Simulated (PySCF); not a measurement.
Work out the structure from these simulated measurements.

Elements present: C, H, N, O and Si. Monoisotopic mass: 164.0437 u.

| Property | Result |
| --- | --- |
| NMR, other nuclei | isotropic shieldings of nuclei other than C and H, by class: 153 (1 N), 233 (1 N), -87 (1 O), 284 (1 O), 373 (1 Si), 397 (1 Si) ppm [GIAO PBE0/pcSseg-1] |
| Rotational structure | rotational constants A, B, C: 2.029, 0.554, 0.486 GHz [GFN2-xTB] |
| 13C NMR | chemical shifts (computed TMS as zero) by class: 173.8 (1 C), 29.8 (1 C), 11.3 (1 C) ppm [GIAO PBE0/pcSseg-1] |
| 1H NMR | chemical shifts (computed TMS as zero) by class: 5.17 (3 H), 4.71 (1 H), 4.69 (1 H), 4.61 (1 H), 2.41 (1 H), 2.17 (1 H), 1.25 (1 H), 0.72 (2 H), 0.35 (1 H) ppm [GIAO PBE0/pcSseg-1] |
| Dipole | 3.67 D [PBE0/pcSseg-1] |

The electronic properties come from PySCF, for the isolated species, density fitting. Levels stand in brackets. The structure is a single GFN2-xTB conformer in the gas phase; no vibrational or solvent corrections. GFN2-xTB frequencies show an imaginary mode (32i cm⁻¹), so this geometry is no minimum at that level. Each NMR value is the plain mean over a class of atoms that symmetry, rotation or inversion makes alike.

**Question.** Which formula fits the mass and the elements?

**Answer.** C3H12N2O2Si2 (calculated 164.0437). No other formula that holds each of these elements comes within 0.0003 u with a fitting electron parity and a possible valence count.

**Question.** What is the compound? Reason from the data.

**Answer.** Numbering: `[NH2:1][C:2](=[O:3])[CH2:4][CH2:5][Si@H:6]([NH2:7])[O:8][SiH3:9]`. Its formula, C3H12N2O2Si2, gives 1 degree of unsaturation: 0 rings and 1 π bond in the structure found. 3 carbons fall into 3 classes; from least to most shielded: amide carbonyl carbon [C2] (173.8 ppm), sp3 carbon next to a carbonyl [C4] (29.8 ppm), sp3 carbon bound to silicon [C5] (11.3 ppm). Hydrogen classes from least to most shielded: 3 H on an oxygen-bound silicon, Si9 (5.17 ppm), 1 H on an oxygen-bound silicon, Si6 (4.71 ppm), 1 H on an amide nitrogen, N1 (4.69 ppm), 1 H on an amide nitrogen, N1 (4.61 ppm), 1 H on an sp3 carbon next to a carbonyl, C4 (2.41 ppm), 1 H on an sp3 carbon next to a carbonyl, C4 (2.17 ppm), 1 H on an sp3 carbon bound to silicon, C5 (1.25 ppm), 2 H on a silicon-bound nitrogen, N7 (0.72 ppm), 1 H on an sp3 carbon bound to silicon, C5 (0.35 ppm). The other shieldings belong to: 153 ppm, amide nitrogen [N1]; 233 ppm, silicon-bound nitrogen [N7]; -87 ppm, amide oxygen [O3]; 284 ppm, siloxane oxygen [O8]; 373 ppm, oxygen-bound silicon [Si6]; 397 ppm, oxygen-bound silicon [Si9]. The optimised geometry has point group C1 and is an asymmetric top. Structure: `NC(=O)CC[Si@H](N)O[SiH3]`. The assignments are read from this structure; whether some other isomer fits the data as well wasn't checked. The mirror image fits equally.
